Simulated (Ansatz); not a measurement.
Coupled-cluster diagnostics for GeBr₂ (the lowest singlet isomer of a short search), Ansatz.

Geometry of the singlet (r2SCAN-D4/def2-TZVP):

```xyz
3

Ge    0.330   -0.525    0.774
Br   -1.114    1.321    0.736
Br    0.784   -0.796   -1.510
```

Correlated methods freeze 27 core orbitals; core or outer-core shells of Ge, Br are correlated, in sets that lack core-valence functions. The structure comes from a short search, and lower isomers may exist.

Task: Estimate the CCSD(T) correlation energy, the shares of MP2 and (T), T1 and the reference's ⟨S²⟩ for: charge 0, singlet, own geometry in def2-TZVPP; and the rough time on 4 threads of Intel Xeon 6975P-C on a shared host.

Result: 
```
                          state       basis  correlation (eV)  MP2 share (%)  (T) share (%)     T1  ⟨S²⟩ (pure)  wall time
charge 0, singlet, own geometry  def2-TZVPP           -21.950           95.3            3.8  0.011  0.00 (0.00)      4.7 s
```
Customary marks for T1 are 0.02 (closed shells), 0.045 (open shells) and about 0.05 (3d metals). T1 stays under 0.02 throughout.
